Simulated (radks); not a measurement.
The numbers below are computed, except where a source is named.
The lutetium ion Lu2+, configuration [Xe] 4f14 6s1.

Code: a radial shooting solver on a logarithmic mesh with Libxc functionals. Model: scalar-relativistic Kohn-Sham, PBEsol, spin-unpolarised, spherical densities, point nucleus.

Energy parts (eV):
part                      energy
total                 -396147.80
kinetic                432896.02
electron-nucleus      -975222.09
Hartree                154211.68
exchange-correlation    -8033.42

Orbitals (lengths in bohr, moments of r in powers of bohr; r(max) is where P^2 peaks):
orbital  occ.  eigenvalue (eV)   r(max)      <r^2>
1s          2        -63239.68  0.01213  0.0005122
2s          2        -10779.57  0.06932   0.007921
2p          6        -9485.785  0.05661   0.006496
3s          2        -2455.975   0.1958    0.05171
3p          6        -2067.811   0.1932    0.05228
3d         10        -1601.827   0.1574    0.04345
4s          2        -502.4565   0.4461     0.2581
4p          6        -375.1027   0.4672     0.2938
4d         10        -209.0742   0.4809     0.3485
5s          2         -78.4698    1.042      1.533
5p          6         -48.8348    1.193      2.156
4f         14         -26.9616   0.4685     0.6818
6s          1         -17.5629    2.734      10.41
5d          0         -16.7990    1.695      5.551
6p          0         -12.1878    3.401      16.05

The highest occupied level is 6s at -17.563 eV. Summed over all electrons, <r^2> = 42.63 bohr^2, which gives a Langevin (diamagnetic) susceptibility term of -33.8 x 10^-6 cm^3/mol. The density falls to 0.001 e/bohr^3 at r = 4.04 bohr.
